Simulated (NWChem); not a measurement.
Molecule: CH2BNO; SMILES BN=C=O

```xyz
6

B      0.0000     0.0000    -1.9437
H      0.0000     1.0549    -2.5322
H      0.0000    -1.0549    -2.5322
N      0.0000     0.0000    -0.5388
C      0.0000     0.0000     0.6590
O      0.0000     0.0000     1.8250
```
Atoms are numbered in this order, from 1.

Program: NWChem. Pople sets run with spherical d functions. Structure relaxed at the PBE0/def2-SVP level. Ions are spin-unrestricted doublets at the neutral geometry; other ion states weren't tried. Functional: LC-ωPBE (HJS hole) with 6-31G*; the question gives the range parameter ω in 1/bohr.

### Question
Estimate the computed values for range parameter (1/bohr) 0.15. Quantities: vertical ionisation energy, ΔSCF (eV); −ε(HOMO) (eV).

### Answer
- vertical ionisation energy, ΔSCF (eV): 10.37
- −ε(HOMO) (eV): 8.79
